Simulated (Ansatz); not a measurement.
Geometry optimisation, UKS PBE0-D4/def2-SVP (Ansatz 0.2.0).

Input file:

```yaml
crystal:
  periodic: [false, false, false]
  atoms:
    - { symbol: Al, position_ang: [-0.417435, 1.119976, -0.608961] }
    - { symbol: O, position_ang: [1.268434, 0.501515, -0.511656] }
    - { symbol: F, position_ang: [-1.24966, 1.086331, -2.03403] }
    - { symbol: F, position_ang: [-1.043038, 1.869405, 0.718554] }
    - { symbol: H, position_ang: [0.687571, -1.388743, 0.605436] }
    - { symbol: S, position_ang: [-0.438389, -2.040336, 1.000284] }
    - { symbol: H, position_ang: [1.666362, 0.221559, -1.341692] }
    - { symbol: H, position_ang: [-0.473643, -1.369807, 2.172165] }
magnetization:
  spin_polarized: true
basis:
  gaussian: { orbitals: def2-SVP }
hamiltonian:
  xc: pbe0
  dispersion: d4
relax:
  f_tol: 0.03
  max_steps: 50
```

Launched with:

```bash
$ ansatz run input.yaml --threads 2 --pin off --max-ram 3072MiB --backend cpu --events-out ev --progress --plain --runs-dir out
```

Q: Where does it end, and by what steps?

A: The forces met the threshold. After 16 steps the energy has fallen by 0.643 eV; S6 moved furthest, 0.62 Å. Joined: Al1–S6.

| step | energy less start (eV) | largest force component (eV/Å) | accepted |
| --- | --- | --- | --- |
| 0 | 0.0000 | 2.010 | yes |
| 1 | -0.1946 | 1.287 | yes |
| 2 | -0.3354 | 0.675 | yes |
| 3 | -0.5076 | 0.785 | yes |
| 4 | -0.5766 | 0.368 | yes |
| 5 | -0.6015 | 0.297 | yes |
| 6 | -0.6214 | 0.409 | yes |
| 7 | -0.6181 | 1.000 | no |
| 8 | -0.6302 | 0.101 | yes |
| 9 | -0.6368 | 0.154 | yes |
| 10 | -0.6387 | 0.132 | yes |
| 11 | -0.6398 | 0.049 | yes |
| 12 | -0.6407 | 0.198 | yes |
| 13 | -0.6419 | 0.032 | yes |
| 14 | -0.6425 | 0.052 | yes |
| 15 | -0.6427 | 0.057 | yes |
| 16 | -0.6429 | 0.009 | yes |

```xyz
8
Properties=species:S:1:pos:R:3
Al -0.338 0.658 -0.435
O 1.325 0.366 -0.699
F -1.392 0.667 -1.724
F -0.790 1.585 0.879
H 0.718 -1.591 0.748
S -0.634 -1.532 0.700
H 1.853 0.786 -1.379
H -0.741 -0.938 1.910
```

Whether the end is a true minimum wasn't checked by a vibrational analysis.

The run took 38 s on 2 threads of Intel(R) Xeon(R) 6975P-C (Granite Rapids) (shared host), peak memory 0.29 GiB.
